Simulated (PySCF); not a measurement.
C3H11NP2Si.
Cartesian coordinates in Å at the GFN2-xTB level; atoms count from 1:
```
atom  x, y, z in Å
C1    -1.2425    1.8614   -0.1852
N2    -1.0034    0.4443   -0.1288
C3    -2.1353   -0.4330   -0.2817
C4     0.2667    0.0002   -0.0236
Si5    0.6318   -1.8363    0.3561
P6     1.5322    1.1729   -0.0709
P7     3.2472   -0.1180   -0.0536
H8    -2.3098    2.0674   -0.2050
H9    -0.7957    2.3487    0.6867
H10   -0.7667    2.2929   -1.0734
H11   -1.8583   -1.3207   -0.8486
H12   -2.5347   -0.7478    0.6883
H13   -2.9232    0.0860   -0.8269
H14    1.0762   -2.4921   -0.8736
H15   -0.5987   -2.4641    0.8538
H16    1.6133   -1.9306    1.4391
H17    4.0619    0.8274   -0.6687
H18    3.7302    0.2477    1.2044
```

Method used: TDDFT B3LYP/def2-SVPD, vertical, gas phase, core orbitals frozen in the response in PySCF.

Ground-to-excited transition dipoles (e·a0, same axes as the geometry; the sign carries no meaning), for the states with f of 0.002 or more among the lowest 7:

```tsv
state	E (eV)	μx	μy	μz
S1	3.793	-0.663	-0.158	-0.093
S2	4.155	1.179	0.413	-0.044
S3	4.556	-0.125	0.015	0.350
S4	4.726	0.011	0.041	0.147
S5	5.117	-0.124	-0.149	0.162
S6	5.341	-0.126	-0.086	0.106
S7	5.462	0.580	-0.021	0.077
```

(1) Work out the oscillator strengths.

(2) What angle do the transition dipoles of S1 and S3 make?

(3) What peak molar absorption coefficient would the strongest computed level give as a lone Gaussian band 0.3 eV wide at half height?

Answers

(1) f = (2/3) ΔE |μ|² with ΔE in hartree (27.2114 eV).

| state | \|μ\|² (au) | \|μ\| (D) | f |
| --- | --- | --- | --- |
| S1 | 0.473 | 1.75 | 0.044 |
| S2 | 1.561 | 3.18 | 0.159 |
| S3 | 0.138 | 0.94 | 0.015 |
| S4 | 0.023 | 0.39 | 0.003 |
| S5 | 0.064 | 0.64 | 0.008 |
| S6 | 0.034 | 0.47 | 0.004 |
| S7 | 0.343 | 1.49 | 0.046 |

(2) |cos θ| = |μa·μb| / (|μa| |μb|) = 0.19, so θ ≈ 79° (taken between 0 and 90°, since the signs are arbitrary).

(3) ε(max) = 2.175×10⁸ f / FWHM, with the width in cm⁻¹. S2: 2.175×10⁸ × 0.1590 / 2420 ≈ 14000 L mol⁻¹ cm⁻¹.

One conformer stands for the species.
